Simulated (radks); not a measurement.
The numbers below are computed, except where a source is named.
Initial-state core-level shifts of the cobalt ion Co2+ when its valence configuration changes from [Ar] 3d7. Level of theory: scalar-relativistic Kohn-Sham, PBE, spin-unpolarised, spherical densities, point nucleus (a radial shooting solver on a logarithmic mesh with Libxc functionals). Shifts are changes of the shell-averaged eigenvalues in eV (positive: less bound).

[
 {"valence": "3d6 4p1", "1s": "-9.034", "2s": "-9.910", "2p": "-9.826", "3p": "-8.495"},
 {"valence": "3d6.5 4s0.5", "1s": "-3.653", "2s": "-4.091", "2p": "-4.052", "3p": "-3.439"},
 {"valence": "3d5 4p2", "1s": "-19.157", "2s": "-21.146", "2p": "-20.963", "3p": "-17.627"},
 {"valence": "3d6 4s0.5 4p0.5", "1s": "-8.337", "2s": "-9.238", "2p": "-9.155", "3p": "-7.804"},
 {"valence": "3d6.5 4p0.5", "1s": "-4.369", "2s": "-4.776", "2p": "-4.737", "3p": "-4.152"},
 {"valence": "3d4.5 4p2.5", "1s": "-24.583", "2s": "-27.213", "2p": "-26.976", "3p": "-22.369"},
 {"valence": "3d5 4s1 4p1", "1s": "-17.840", "2s": "-19.860", "2p": "-19.682", "3p": "-16.328"},
 {"valence": "3d6 4s1", "1s": "-7.629", "2s": "-8.556", "2p": "-8.474", "3p": "-7.102"},
 {"valence": "3d5.5 4s1.5", "1s": "-11.910", "2s": "-13.376", "2p": "-13.249", "3p": "-10.961"}
]
